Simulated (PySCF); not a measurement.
Bonding in `Fc1cccc2[n-]nnc12`

Species: C₆H₃FN₃ (charge -1).
Atom-mapped SMILES: `[F:1][c:2]1[cH:3][cH:4][cH:5][c:6]2[n-:7][n:8][n:9][c:10]12` (hydrogens: H11 on C3; H12 on C4; H13 on C5)

Bond orders from the PBE0/pcSseg-1 density (PySCF). Geometry: GFN2-xTB; no solvent, vibrations or thermal averaging. The pcSseg-1 basis has no diffuse functions, a weakness for an anion.

Q: Where do the orders between heavy atoms depart from those drawn in the SMILES?

A: The largest departure is 0.370, at C10–C6 (drawn aromatic, 1.130), counting aromatic bonds as 1.5. Drawn single, order below 0.88: F1–C2 (0.852). The bonds drawn aromatic range from 1.13 to 1.53. The SMILES, with its formal charges, is one Lewis structure only.

Q: Give the Mayer order of every bond between heavy atoms, beside its length.

A: 
```
  bond  drawn as  length (Å)  Mayer order
 F1–C2    single       1.374        0.852
 C2–C3  aromatic       1.373        1.534
 C3–C4  aromatic       1.403        1.314
 C4–C5  aromatic       1.373        1.516
 C5–C6  aromatic       1.395        1.324
 C6–N7  aromatic       1.349        1.365
 N7–N8  aromatic       1.313        1.378
 N8–N9  aromatic       1.311        1.386
N9–C10  aromatic       1.351        1.346
C10–C2  aromatic       1.390        1.270
C10–C6  aromatic       1.441        1.130
```

By pair of heavy elements: C–C: lowest C10–C6 (1.130, 1.441 Å), highest C2–C3 (1.534, 1.373 Å); in 2 of the 15 pairs the longer bond (by over 0.003 Å) has the higher order (by 0.02 or more). C–N: all 2 within 0.02 of one another (1.346 to 1.365). N–N: all 2 within 0.02 of one another (1.378 to 1.386).

Q: And the bonds to hydrogen?

A: C–H: 0.94 to 0.96 (3 bonds).

Q: Sum the orders of all bonds at each heavy atom with more than one neighbour and set the sums beside the valence in the SMILES.

A: C2 3.656 (drawn 4), C3 3.787 (drawn 4), C4 3.791 (drawn 4), C5 3.787 (drawn 4), C6 3.819 (drawn 4), N7 2.743 (drawn 2), N8 2.764 (drawn 3), N9 2.732 (drawn 3), C10 3.746 (drawn 4). Orders between atoms that aren't bonded are not in these sums.

The Mayer order sums products of elements of PS (density times overlap matrix) between the two atoms' basis functions, so it depends on the basis set.
